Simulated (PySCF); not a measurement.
Radial density of O³⁺ (oxygen, charge +3)

UHF, [He] 2s2 2p1, 2P determinant. Computed with PySCF 2.14 in dyall-av3z (15s9p3d2f, 71 functions), with no relativity, point nucleus.

| r (bohr) | 4πr²ρ (e/bohr) | 4πr²(ρα − ρβ) |
| --- | --- | --- |
| 0.00267 | 0.02720 | 0.0000 |
| 0.00448 | 0.07479 | 0.0000 |
| 0.00754 | 0.2015 | 0.0000 |
| 0.0127 | 0.5252 | 0.0001 |
| 0.0213 | 1.294 | 0.0003 |
| 0.0359 | 2.904 | 0.0011 |
| 0.0604 | 5.573 | 0.0044 |
| 0.102 | 8.236 | 0.0207 |
| 0.171 | 7.901 | 0.0953 |
| 0.287 | 3.993 | 0.3522 |
| 0.483 | 2.382 | 0.8586 |
| 0.813 | 3.250 | 1.0232 |
| 1.37 | 1.343 | 0.3718 |
| 2.30 | 0.07595 | 0.0199 |
| 3.87 | 0.0001474 | 0.0000 |
